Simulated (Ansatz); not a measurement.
Abridged output of a molecular run in Ansatz:

```
Functional definition: HF
932 factors; integrals over basis functions are off by at most 1.1e-3 eV
mean field evaluation 1: about -20824.9578 eV, gradient 2.9e1 eV
mean field evaluation 2: about -20824.9609 eV, gradient 2.9e1 eV
mean field evaluation 4: about -20827.5714 eV, gradient 3.1e0 eV
mean field evaluation 8: about -20827.6106 eV, gradient 1.1e-4 eV
mean field -20827.61063167 eV, -765.4005732523 hartree, gradient 1.5e-6 eV, S^2 0.000000; 0 other end points of the search recorded, 0 dependent functions left out
12 core orbitals not correlated: weight in the atoms' cores, before any rotation towards them, 1.000 or more for the frozen orbitals, at most 0.000 for the correlated occupied ones
reference -20827.61063167 eV, -765.4005732523 hartree; 12, 12 occupied and 70, 70 virtual orbitals, 932 factors
second order -13.85612182 eV of doubles, -0.00000000 eV of singles
cycle   1  -14.81310954 eV  change   -9.6e-1 eV  update   8.3e-2
cycle   2  -15.23783670 eV  change   -4.2e-1 eV  update   2.6e-2
cycle   3  -15.29182826 eV  change   -5.4e-2 eV  update   9.1e-3
cycle   4  -15.29050238 eV  change    1.3e-3 eV  update   2.5e-3
cycle   5  -15.29042116 eV  change    8.1e-5 eV  update   8.9e-4
cycle   6  -15.29022811 eV  change    1.9e-4 eV  update   3.0e-4
cycle   7  -15.29018028 eV  change    4.8e-5 eV  update   9.2e-5
cycle   8  -15.29019225 eV  change   -1.2e-5 eV  update   3.3e-5
cycle   9  -15.29018385 eV  change    8.4e-6 eV  update   9.9e-6
perturbative correction -0.49474267 eV, -0.0181814578 hartree
Total energy: -20843.39555819 eV, -765.9806586027 hartree
```

Its atoms:

Z-matrix (Å, degrees):
```
Si
C 1 1.842
C 1 1.840 2 49.7
S 1 2.121 2 120.4 3 100.4
H 1 1.478 2 119.2 3 -105.5
H 2 1.086 1 119.1 3 107.4
H 2 1.085 1 119.1 3 -107.2
H 3 1.085 1 119.4 2 -107.6
H 3 1.085 1 119.1 2 107.2
H 4 1.345 1 95.3 2 86.0
```

Q: Which basis set was used?
A. def2-SVP
B. def2-QZVPP
C. cc-pV(T+d)Z
D. def2-TZVPPD

A: A. It gives 94 functions.

Q: Write the keys of the input that set method, charge and spin (a neutral closed shell needs none for the last two).

A: 
```yaml
correlation: {method: ccsd_t}
```
